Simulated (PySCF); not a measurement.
## Calculated data, CH4Al

Calculation on a computer-drawn molecule: the log of a Hartree-Fock and frozen-core CCSD(T) single point meant for a local Hartree-Fock minimum, with one planted fault or none, to be diagnosed. Offsets are logged minus clean, where the clean run is the same molecule without the fault. The reference is restricted for singlets and unrestricted otherwise, and also for a bond in bohr or an excited solution. Adding or removing an electron swaps singlet and doublet. The excited solution moves the top pair (singlet) or top alpha electron (doublet) to the lowest empty orbital. Highest occupied and lowest empty are orbital energies over both spins, largest force is the largest gradient component, triples share is (T) over the correlation energy, the T1 limit is 0.02 restricted and 0.045 unrestricted, electrons count all cores, a negative frequency is imaginary (commonest isotopes), and the dipole is about the centre of nuclear charge. Program: PySCF 2.14.0.

```xyz
6
formula=CH4Al meant_charge=0 meant_multiplicity=2 meant_basis=cc-pV(D+d)Z logged_electrons=23 logged_basis_functions=57 logged_SCF_converged=yes logged_spin_squared=1.5434 logged_highest_occupied=-7.9796 logged_lowest_empty=0.32052 logged_largest_force=0.0086234 logged_T1_diagnostic=0.081013 logged_D1_diagnostic=0.28057 logged_triples_share=0.03209 logged_CC_converged=yes logged_dipole_magnitude=1.1295 logged_SCF_stable_within_its_kind=yes logged_energy_HF=-281.96183 logged_energy_CCSD(T)=-282.18191 possible_faults=no_fault,one_electron_removed,one_electron_added,multiplicity_raised_by_two,geometry_at_a_saddle_point,SCF_held_on_an_excited_solution,minimal_basis_STO-3G,one_bond_length_entered_in_bohr,all_coordinates_scaled planted_fault=one_bond_length_entered_in_bohr,row_4_of_the_drawn_bonds HF_energy_offset_from_clean_run=64.4 CCSD(T)_energy_offset_from_clean_run=68.56
C      0.2217     2.1296     2.8203
Al    -0.4804     0.3893     2.3623
H      0.5641     2.4071     3.8173
H      0.3226     2.9532     2.1134
H     -0.6724    -1.7321     4.4582
H     -0.9501     0.0965     0.8811
```

Units: logged_highest_occupied, logged_lowest_empty in eV; logged_largest_force in hartree/bohr; logged_dipole_magnitude in debye; logged_energy_HF, logged_energy_CCSD(T) in hartree; HF_energy_offset_from_clean_run, CCSD(T)_energy_offset_from_clean_run in kcal/mol.

Drawn bonds:
```tsv
atom	other atom	order
1	2	1
1	3	1
1	4	1
2	5	1
2	6	1
```

Notes: T1 above single-reference limit.
